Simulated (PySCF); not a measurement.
Coordinates in bohr (charge 0 multiplicity 1):
```
Te    0.0000    0.0000   -0.5456
F     2.6243    0.0000    1.8888
F    -2.6243    0.0000    1.8888
```

Level of theory: PySCF, PBE0, basis Te x2c-TZVPall, F x2c-TZVPall (spin-free X2C, no spin–orbit coupling, density fitting).

This geometry of TeF2 is a stationary point at this level.

Q: What is the point group?

A: C2v.

Q: Is it a minimum?

A: Yes: all harmonic wavenumbers are real.

Q: Which band is strongest in the infrared?

A: 633 cm⁻¹ (b2), 92 km/mol.

Q: What are the dipole moment and the gap between the highest occupied and lowest empty levels?

A: 2.86 D and 3.98 eV.

Q: Give the atomic charges and bond orders.

A: 
| atom | Mulliken | Löwdin | polar tensor | Mayer order to Te1 |
| --- | --- | --- | --- | --- |
| Te1 | 0.77 | 0.68 | 1.08 | – |
| F2,3 | -0.38 | -0.34 | -0.54 | 0.89 |
